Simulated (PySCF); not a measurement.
Input file for PySCF: R-B3LYP/6-311+G** on CH7AlO (a complex).

```python
from pyscf import gto, scf, dft, mp
from pyscf.data.elements import chemcore

mol = gto.M(
    atom='''
    C    -0.17782191    0.91678711   -0.61249953
    Al   -0.32978266   -0.37361313    0.86026338
    H     0.86233420    1.09224218   -0.90214643
    H    -0.69800575    0.55581439   -1.50582924
    H    -0.61951890    1.88521093   -0.36002209
    H     0.58492859   -1.68608149    0.82906625
    H    -1.71430386   -0.46922958    1.65672070
    O     0.69612042    0.51334853    2.40454891
    H     1.43037866   -0.04363036    2.69496609
    H     0.11806920    0.65621697    3.16557442
    ''',
    basis='6-311+g**',
    charge=0, spin=0, verbose=3, max_memory=1800)
mf = dft.RKS(mol, xc='b3lyp')
mf.conv_tol = 1e-8
mf.max_cycle = 100
mf.kernel()
if not mf.converged:
    mf = mf.newton().run(mf.mo_coeff, mf.mo_occ)
```

The log:

```
converged SCF energy = -360.055816848914
```

The run converged.

Cost: about 16 core-seconds (a rough figure).
